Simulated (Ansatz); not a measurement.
Ansatz (an electronic-structure program) input (PBE0/def2-TZVP):

Ansatz 0.2 input:
```yaml
crystal:
  periodic: [false, false, false]
  atoms:
    - {symbol: C, position_ang: [2.53677888, 0.93013208, 0.79791107]}
    - {symbol: C, position_ang: [1.62706715, -0.03632604, 0.93635576]}
    - {symbol: N, position_ang: [0.40324876, -0.10277068, 0.29496826]}
    - {symbol: Si, position_ang: [-0.91867336, -1.24523111, 0.32043598]}
    - {symbol: N, position_ang: [-1.69882198, -0.20050188, -0.81769943]}
    - {symbol: Si, position_ang: [-0.39851323, 0.94549972, -0.85765723]}
    - {symbol: H, position_ang: [2.38079041, 1.77833531, 0.14146243]}
    - {symbol: H, position_ang: [3.46596359, 0.88983772, 1.34575927]}
    - {symbol: H, position_ang: [1.83427080, -0.86477909, 1.60826162]}
    - {symbol: H, position_ang: [-0.57664716, -2.60450327, -0.16507987]}
    - {symbol: H, position_ang: [-1.58639194, -1.39598574, 1.63639697]}
    - {symbol: H, position_ang: [-2.58348668, -0.24240407, -1.28545234]}
    - {symbol: H, position_ang: [0.30170316, 1.09268178, -2.15554301]}
    - {symbol: H, position_ang: [-0.70965354, 2.30312855, -0.35119035]}
basis:
  gaussian:
    orbitals: def2-TZVP
hamiltonian:
  xc: {name: PBE0}
```

End of the output:

```
integrals: 0.21 GiB planned
1558 factors; their error is unknown
0.38 GiB of the device are held for the grids
1.58 GiB of device memory are held for the factors and their scratch space
mean field: 1.38 GiB planned
mean field evaluation 1: about -20917.5484 eV, gradient 8.2e1 eV
mean field evaluation 2: about -20902.5123 eV, gradient 1.1e2 eV
mean field evaluation 4: about -20930.6697 eV, gradient 9.2e0 eV
mean field evaluation 8: about -20930.8750 eV, gradient 1.5e-1 eV
mean field evaluation 16: about -20930.9448 eV, gradient 2.4e-4 eV
mean field -20930.94475699 eV, -769.1980323156 hartree, gradient 5.8e-5 eV, S^2 0.000000; 0 other end points of the search recorded, 0 dependent functions left out
reference -20930.94479523 eV, -769.1980337207 hartree; 31, 31 occupied and 215, 215 virtual orbitals, 1558 factors
Total energy: -20930.94479523 eV, -769.1980337207 hartree
```
